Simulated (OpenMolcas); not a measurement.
## F⁵⁺: effect of correlating more closed shells

```json
{
  "Program": "OpenMolcas",
  "Basis": "ANO-RCC-VTZP [4s3p2d1f]",
  "Scalar Hamiltonian": "DKH2, point nucleus",
  "Active space": "2 electrons in 4 orbitals (2s 2p)",
  "State averaging": "2S+1 = 3 even, 3 roots; 2S+1 = 1 even, 7 roots (6 in the spin-orbit step); 2S+1 = 3 odd, 3 roots; 2S+1 = 1 odd, 3 roots",
  "Spin-orbit coupling": "RASSI with atomic mean-field integrals over the reference wave functions, term energies averaged over their components"
}
```

Methods on the same reference wave functions:
A. CASSCF
B. SS-CASPT2, IPEA 0.25 Eh, imaginary shift 0.1 Eh (closed shells correlated: none)
C. SS-CASPT2, IPEA 0.25 Eh, imaginary shift 0.1 Eh (closed shells correlated: 1s)

Energies in cm-1 above 2s2 1S0, the measured ground level; measured values from Moore, Atomic Energy Levels, vol. I, NSRDS-NBS 35 (1971 reprint of NBS Circular 467, 1949).

| Level | A | B | C | Measured |
| --- | --- | --- | --- | --- |
| 2s2 1S0 | 0.0 | 0.0 | 0.0 | 0.0 |
| 2s 2p 3P* 0 | 97468 | 96805 | 96718 |  |
| 2s 2p 3P* 1 | 97745 | 97082 | 96995 | 96861 |
| 2s 2p 3P* 2 | 98303 | 97640 | 97553 | 97437 |
| 2s 2p 1P* 1 | 199267 | 190279 | 189909 |  |
| 2p2 3P0 | 253589 | 252788 | 252180 |  |
| 2p2 3P1 | 253863 | 253063 | 252455 | 251635 |
| 2p2 3P2 | 254407 | 253606 | 252998 | 252145 |

Deviations, from unrounded energies. A percentage is the sum of absolute deviations over the sum of measured energies, with the sign that they share, or ± where signs differ.

```csv
Against measurement,Levels,A,B,C
mean absolute deviation (cm-1),4,1600,830,480
other configurations (%),4,+0.9,+0.5,+0.3
```

C lies closest to measurement on these levels and A furthest from it. The largest miss of C in the table is 2p2 3P2, by +850 cm-1. The ranking rests on the paired levels alone, and a cruder setting can come out closer through cancelling errors.

Between B and C the level of the table that moves most is 2p2 3P1, by 610 cm-1 (lowest in C, highest in B).

The lowest spin-free term lies below A's lowest term by 0.003 hartree in B, 0.006 hartree in C.

What an inner shell adds also hangs on whether the basis holds functions to correlate it.

Measured partners are found by configuration, term and J. A level has none where our copy of the source lacks it or the pairing is in doubt (some pairs that miss far off the trend of their configuration count as doubtful), and it then counts in no deviation. Levels of configurations outside the active space are missing. The table leaves out levels that lie high or whose names do not pair safely across all columns.

* marks odd parity.
